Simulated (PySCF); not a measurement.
**How methods differ on the excitation energy of Fe**

Fe [Ar] 3d6 4s2 (5D) → Fe [Ar] 3d6 4s1 4p1 (high-spin determinant), as a difference of total energies. Calculation: PySCF 2.14, in def2-TZVPPD; the non-relativistic Hamiltonian (point nucleus). Correlated levels: valence and next inner shell: [Ne] frozen. The calculations carry no spin-orbit coupling.

```csv
method,excitation energy (cm⁻¹)
UHF,9983.3
MP2 (valence and next inner shell),17262
SCS-MP2 (valence and next inner shell),18677
CCSD (valence and next inner shell),18023
CCSD(T) (valence and next inner shell),18724
```

A first-order spin-orbit estimate (lowest level to lowest level, LS coupling) adds 0.015 eV.

The determinant of the upper state mixes LS terms, which raises its energy above the lowest term, most at the Hartree-Fock and MP2 levels.
